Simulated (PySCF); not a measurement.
PySCF input for (E)-1-bromo-1-chloro-2-fluoroethene (C₂HBrClF), SMILES F/C=C(\Cl)Br, TDDFT-PBE/def2-SVPD. Coordinates come from a TPSSh-D3(BJ)/def2-SVP optimisation.

```python
import numpy as np
from pyscf import gto, scf, dft, tdscf

mol = gto.M(
    atom='''
    F    -1.19006476   -2.45601588    0.00000000
    C    -1.20164918   -1.12582156    0.00000000
    C    -0.06782396   -0.40986929    0.00000000
    Cl    1.48475625   -1.15385683    0.00000000
    Br   -0.13475610    1.47463258    0.00000000
    H    -2.19697112   -0.67828597    0.00000000
    ''',
    basis='def2-SVPD',
    charge=0,
    spin=0,
    symmetry=True,
    max_memory=1600,
    verbose=4,
)
mf = dft.RKS(mol, xc='pbe').density_fit(auxbasis='def2-universal-jkfit')
mf.grids.level = 3
mf.conv_tol = 1e-9
mf.max_cycle = 100
mf.kernel()
mf.grids = dft.Grids(mol).set(level=1).build(with_non0tab=True)  # coarser grid for the response kernel
td = tdscf.TDDFT(mf)
td.singlet = True
td.nstates = 10
td.conv_tol = 1e-4
td.positive_eig_threshold = 1e-6
td.kernel(x0=td.get_init_guess(mf, 15))
td.analyze()
tt = tdscf.TDA(mf)
tt.singlet = False
tt.nstates = 4
tt.conv_tol = 1e-4
tt.positive_eig_threshold = 1e-6
tt.kernel(x0=tt.get_init_guess(mf, 9))
tt.analyze(verbose=3)
```

Program output:

```
PySCF version 2.14.0

[INPUT] verbose = 4
[INPUT] num. atoms = 6
[INPUT] num. electrons = 74
[INPUT] charge = 0
[INPUT] spin (= nelec alpha-beta = 2S) = 0
[INPUT] symmetry True subgroup None
[INPUT] Mole.unit = angstrom
[INPUT] Symbol           X                Y                Z      unit          X                Y                Z       unit  Magmom
[INPUT]  1 F     -1.190064760000  -2.456015880000   0.000000000000 AA   -2.248896466896  -4.641197370783   0.000000000000 Bohr   0.0
[INPUT]  2 C     -1.201649180000  -1.125821560000   0.000000000000 AA   -2.270787848008  -2.127494413531   0.000000000000 Bohr   0.0
[INPUT]  3 C     -0.067823960000  -0.409869290000   0.000000000000 AA   -0.128168709083  -0.774540704970   0.000000000000 Bohr   0.0
[INPUT]  4 Cl     1.484756250000  -1.153856830000   0.000000000000 AA    2.805782674236  -2.180473395659   0.000000000000 Bohr   0.0
[INPUT]  5 Br    -0.134756100000   1.474632580000   0.000000000000 AA   -0.254652122615   2.786651710561   0.000000000000 Bohr   0.0
[INPUT]  6 H     -2.196971120000  -0.678285970000   0.000000000000 AA   -4.151673720379  -1.281774717435   0.000000000000 Bohr   0.0

nuclear repulsion = 383.355814757566
point group symmetry = Cs
symmetry origin: [-1.27684197e-09  5.10736797e-09  0.00000000e+00]
symmetry axis x: [ 1.0000000e+00 -1.8835949e-09  0.0000000e+00]
symmetry axis y: [1.8835949e-09 1.0000000e+00 0.0000000e+00]
symmetry axis z: [0. 0. 1.]
num. orbitals of irrep A' = 97
num. orbitals of irrep A" = 42
number of shells = 55
number of NR pGTOs = 231
number of NR cGTOs = 139
basis = def2-SVPD
ecp = {}


[settings echo left out]
init E= -3209.14203044098
HOMO (A") = -0.252743069494865  LUMO (A') = -0.0731999412034212  gap/eV = 4.88562
cycle= 1 E= -3209.6201220423  delta_E= -0.478  |g|= 0.386  |ddm|= 4.41
HOMO (A") = -0.22117499994519  LUMO (A') = -0.0829448347645569  gap/eV = 3.76143
cycle= 2 E= -3209.54579910498  delta_E= 0.0743  |g|= 0.744  |ddm|= 1.24
HOMO (A") = -0.224931573389008  LUMO (A') = -0.0614369804228607  gap/eV = 4.44891
cycle= 3 E= -3209.63736628109  delta_E= -0.0916  |g|= 0.169  |ddm|= 0.887
HOMO (A") = -0.230612189795662  LUMO (A') = -0.0727853653725634  gap/eV = 4.29469
cycle= 4 E= -3209.64207896333  delta_E= -0.00471  |g|= 0.083  |ddm|= 0.329
HOMO (A") = -0.230994625934453  LUMO (A') = -0.0701155108848543  gap/eV = 4.37774
cycle= 5 E= -3209.64389198185  delta_E= -0.00181  |g|= 0.0137  |ddm|= 0.141
HOMO (A") = -0.23064666519777  LUMO (A') = -0.0703523328014812  gap/eV = 4.36183
cycle= 6 E= -3209.6439260952  delta_E= -3.41e-05  |g|= 0.00476  |ddm|= 0.0197
HOMO (A") = -0.230741728018565  LUMO (A') = -0.070122679767048  gap/eV = 4.37067
cycle= 7 E= -3209.64393238249  delta_E= -6.29e-06  |g|= 0.00102  |ddm|= 0.00879
HOMO (A") = -0.230682724132961  LUMO (A') = -0.0701399101834701  gap/eV = 4.36859
cycle= 8 E= -3209.64393265524  delta_E= -2.73e-07  |g|= 0.000477  |ddm|= 0.00219
HOMO (A") = -0.230711158824395  LUMO (A') = -0.0701619516485605  gap/eV = 4.36877
cycle= 9 E= -3209.64393272172  delta_E= -6.65e-08  |g|= 7.21e-05  |ddm|= 0.000922
HOMO (A") = -0.230708733703035  LUMO (A') = -0.0701567086623789  gap/eV = 4.36884
cycle= 10 E= -3209.64393272327  delta_E= -1.55e-09  |g|= 1.06e-05  |ddm|= 0.000127
HOMO (A") = -0.230708410575204  LUMO (A') = -0.0701555739623769  gap/eV = 4.36887
cycle= 11 E= -3209.64393272328  delta_E= -1.18e-11  |g|= 8.18e-06  |ddm|= 4.79e-05
HOMO (A") = -0.230708736794311  LUMO (A') = -0.0701570950201953  gap/eV = 4.36883
Extra cycle  E= -3209.64393272323  delta_E= 4.73e-11  |g|= 1.78e-05  |ddm|= 5.24e-05
converged SCF energy = -3209.64393272323
tot grids = 31784
Overwritten attributes  positive_eig_threshold  of <class 'pyscf.tdscf.rks.CasidaTDDFT'>


******** <class 'pyscf.tdscf.rks.CasidaTDDFT'> for <class 'pyscf.df.df_jk.DFSymAdaptedRKS'> ********
nstates = 10 singlet
deg_eia_thresh = 1.000e-03
wfnsym = None
conv_tol = 0.0001
eigh lindep = 1e-12
eigh level_shift = 0
eigh max_cycle = 100


Excitation energies (eV)
[4.56865277 5.38363911 5.8169922  5.94624882 6.01925059 6.27573277
 6.45551959 6.59650654 6.62682144 6.76961062]

** Singlet excitation energies and oscillator strengths **
Excited State   1:   A"      4.56865 eV    271.38 nm  f=0.0003
      37 -> 38       -0.70504
Excited State   2:   A"      5.38364 eV    230.30 nm  f=0.0000
      37 -> 40        0.70355
Excited State   3:   A'      5.81699 eV    213.14 nm  f=0.1536
      32 -> 39        0.10796
      35 -> 39        0.23786
      37 -> 39       -0.63751
Excited State   4:   A"      5.94625 eV    208.51 nm  f=0.0001
      36 -> 39       -0.70616
Excited State   5:   A'      6.01925 eV    205.98 nm  f=0.0146
      35 -> 39        0.13304
      36 -> 38        0.68881
Excited State   6:   A"      6.27573 eV    197.56 nm  f=0.0001
      35 -> 38       -0.69919
Excited State   7:   A"      6.45552 eV    192.06 nm  f=0.0119
      37 -> 41       -0.70427
Excited State   8:   A'      6.59651 eV    187.95 nm  f=0.0210
      34 -> 38       -0.48839
      35 -> 39        0.36259
      36 -> 38       -0.12346
      36 -> 40       -0.30079
      37 -> 39        0.12313
Excited State   9:   A'      6.62682 eV    187.09 nm  f=0.0476
      35 -> 39        0.40963
      36 -> 40        0.52323
      37 -> 39        0.18025
Excited State  10:   A"      6.76961 eV    183.15 nm  f=0.0000
      34 -> 39       -0.70583

** Transition electric dipole moments (AU) **
state          X           Y           Z        Dip. S.      Osc.
  1         0.0000      0.0000      0.0496      0.0025      0.0003
  2        -0.0000     -0.0000      0.0152      0.0002      0.0000
  3         0.6949      0.7711      0.0000      1.0775      0.1536
  4         0.0000      0.0000      0.0230      0.0005      0.0001
  5         0.1789     -0.2593     -0.0000      0.0992      0.0146
  6         0.0000      0.0000     -0.0223      0.0005      0.0001
  7        -0.0000      0.0000      0.2739      0.0750      0.0119
  8        -0.3593      0.0283     -0.0000      0.1299      0.0210
  9        -0.4787     -0.2526     -0.0000      0.2929      0.0476
 10         0.0000      0.0000     -0.0013      0.0000      0.0000

** Transition velocity dipole moments (imaginary part, AU) **
state          X           Y           Z        Dip. S.      Osc.
  1         0.0000      0.0000      0.0142      0.0002      0.0008
  2        -0.0000     -0.0000      0.0033      0.0000      0.0000
  3         0.1455      0.1637      0.0000      0.0480      0.1496
  4         0.0000      0.0000      0.0038      0.0000      0.0000
  5         0.0436     -0.0569     -0.0000      0.0051      0.0155
  6         0.0000      0.0000     -0.0104      0.0001      0.0003
  7        -0.0000     -0.0000      0.0608      0.0037      0.0104
  8        -0.0872      0.0055     -0.0000      0.0076      0.0210
  9        -0.1173     -0.0624     -0.0000      0.0177      0.0483
 10         0.0000      0.0000     -0.0016      0.0000      0.0000

** Transition magnetic dipole moments (imaginary part, AU) **
state          X           Y           Z
  1        -0.0040     -0.0350     -0.0000
  2        -0.1549     -0.2105      0.0000
  3         0.0000     -0.0000     -0.2260
  4        -0.3583     -0.2452      0.0000
  5         0.0000      0.0000     -0.8212
  6        -0.5301     -0.0498     -0.0000
  7        -0.3978      0.3533      0.0000
  8        -0.0000      0.0000      0.0227
  9        -0.0000      0.0000      0.0261
 10         0.4449     -0.4267      0.0000
Overwritten attributes  positive_eig_threshold  of <class 'pyscf.tdscf.rks.TDA'>


******** <class 'pyscf.tdscf.rks.TDA'> for <class 'pyscf.df.df_jk.DFSymAdaptedRKS'> ********
nstates = 4 triplet
deg_eia_thresh = 1.000e-03
wfnsym = None
conv_tol = 0.0001
eigh lindep = 1e-12
eigh level_shift = 0
eigh max_cycle = 100


Excitation energies (eV)
[3.85044184 4.13390608 5.04004693 5.34815737]

** Triplet excitation energies and oscillator strengths **
Excited State   1:   A'      3.85044 eV    322.00 nm  f=0.0000
Excited State   2:   A"      4.13391 eV    299.92 nm  f=0.0000
Excited State   3:   A"      5.04005 eV    246.00 nm  f=0.0000
Excited State   4:   A'      5.34816 eV    231.83 nm  f=0.0000
```

The calculation finished and met its thresholds.

Cost: roughly 30 core-seconds.
